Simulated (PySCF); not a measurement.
Geometry:
| atom | x (Å) | y (Å) | z (Å) |
| --- | --- | --- | --- |
| B1 | 3.040 | -0.555 | -0.426 |
| P2 | 1.673 | 0.780 | -0.575 |
| C3 | 0.244 | 0.357 | -1.582 |
| C4 | -0.979 | 0.188 | -1.067 |
| C5 | -1.380 | 0.348 | 0.373 |
| C6 | -1.683 | -1.015 | 0.959 |
| C7 | -2.878 | -1.400 | 1.407 |
| C8 | -0.384 | 1.052 | 1.251 |
| C9 | 0.897 | 1.305 | 0.961 |
| H10 | 3.413 | -0.735 | -1.577 |
| H11 | 2.461 | -1.509 | 0.075 |
| H12 | 3.883 | -0.040 | 0.295 |
| H13 | 2.130 | 1.998 | -1.147 |
| H14 | 0.426 | 0.169 | -2.645 |
| H15 | -1.787 | -0.140 | -1.731 |
| H16 | -2.321 | 0.927 | 0.398 |
| H17 | -0.828 | -1.701 | 0.996 |
| H18 | -3.030 | -2.401 | 1.819 |
| H19 | -3.745 | -0.733 | 1.378 |
| H20 | -0.767 | 1.341 | 2.236 |
| H21 | 1.544 | 1.790 | 1.699 |

[PySCF 2.14: NMR shieldings at PBE0/pcSseg-1/GIAO; geometry from PBE0-D3(BJ)/def2-SVP; one averaged value for each set of equivalent atoms; non-relativistic; no solvent; single conformer]

Scale: 13C and 1H against TMS; BF3·OEt2 for 11B; 31P against H3PO4 (reference shieldings calculated alike).

```json
{"atoms": "C6", "nucleus": "13C", "count": "1", "δ (ppm)": "?"}
{"atoms": "H16", "nucleus": "1H", "count": "1", "δ (ppm)": "3.39"}
{"atoms": "C7", "nucleus": "13C", "count": "1", "δ (ppm)": "?"}
{"atoms": "H13", "nucleus": "1H", "count": "1", "δ (ppm)": "?"}
{"atoms": "H17", "nucleus": "1H", "count": "1", "δ (ppm)": "?"}
{"atoms": "B1", "nucleus": "11B", "count": "1", "δ (ppm)": "-44.9"}
{"atoms": "H19", "nucleus": "1H", "count": "1", "δ (ppm)": "5.50"}
{"atoms": "H18", "nucleus": "1H", "count": "1", "δ (ppm)": "5.40"}
{"atoms": "H10/H11/H12", "nucleus": "1H", "count": "3", "δ (ppm)": "1.08"}
{"atoms": "H14/H21", "nucleus": "1H", "count": "2", "δ (ppm)": "6.08"}
{"atoms": "C5", "nucleus": "13C", "count": "1", "δ (ppm)": "49.5"}
{"atoms": "C4/C8", "nucleus": "13C", "count": "2", "δ (ppm)": "151.2"}
{"atoms": "H15/H20", "nucleus": "1H", "count": "2", "δ (ppm)": "6.52"}
{"atoms": "C3/C9", "nucleus": "13C", "count": "2", "δ (ppm)": "123.3"}
{"atoms": "P2", "nucleus": "31P", "count": "1", "δ (ppm)": "?"}
```

Problem. Fill in the missing shifts.

Solution. 
- C6: 146.4 ppm, alkene CH; an sp2 carbon of a C=C bond
- C7: 125.8 ppm, terminal =CH2 carbon; the olefinic region
- H13: 5.76 ppm, hydrogen on a phosphorus bonded to 2 C, B, in a 6-membered ring
- H17: 5.55 ppm, hydrogen on an alkene CH; attached to an sp2 carbon and in the plane of the double bond
- P2: -66.9 ppm, phosphorus bonded to 2 C, B, H, in a 6-membered ring

Hydrogens on boron are broadened and split by 11B (spin 3/2, 80 %) and 10B (spin 3). Shifts are as computed. Against solution values, carbons near 30 ppm lie about +2 ppm off and those near 130 ppm about +5 ppm. Of 1313 compounds with measured shifts, 239 miss one by over three times the rms of a fit or turn the order of signals round; such compounds aren't used in these exercises. Experimental scales use liquid or dissolved standards, which lie at an offset from isolated H3PO4.
